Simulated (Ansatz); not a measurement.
Stepwise reaction of `FB(Cl)Cl` with hydrogen fluoride, as a gas-phase model of exchange steps in deposition or etching. ΔE in kJ/mol; ΔG adds harmonic PBE0-D4 terms to CCSD(T)/CBS, at 1 bar.

Program: Ansatz. Geometries: PBE0-D4/def2-TZVP. ΔE: electronic, gas phase. CCSD(T)/CBS adds triple-zeta CCSD(T) − MP2 to the extrapolated MP2 energy (def2 sets, frozen cores). This one scheme is used for every species. DFT in def2-TZVPP. B3LYP here is the variant with VWN-RPA as its local correlation; programs differ in this.

```json
{"step": "1", "reaction": "`FB(Cl)Cl` + H–F → `FB(F)Cl` + HCl", "PBE-D4": "-55.2", "B3LYP-D4": "-65.0", "ωB97M-V": "-64.2", "CCSD(T)/CBS": "-59.4", "ΔG(400 K)": "-63.4"}
{"step": "2", "reaction": "`FB(F)Cl` + H–F → `FB(F)F` + HCl", "PBE-D4": "-55.8", "B3LYP-D4": "-66.0", "ωB97M-V": "-64.3", "CCSD(T)/CBS": "-62.0", "ΔG(400 K)": "-62.1"}
```

(1) By hand: ΔE of the 2 steps together at CCSD(T)/CBS.

Answers

(1) (-59.4) + (-62.0) = -121.4 kJ/mol, or -60.7 kJ/mol a step.

In ΔE the steps differ by no more than 2.6 kJ/mol. All are downhill at CCSD(T)/CBS. ΔG lies between -63.4 and -62.1 kJ/mol a step. PBE-D4 differs from CCSD(T)/CBS by 4.2 to 6.2 kJ/mol a step. Isolated molecules leave out the surface, adducts and barriers. Largest T1 diagnostic: 0.012.
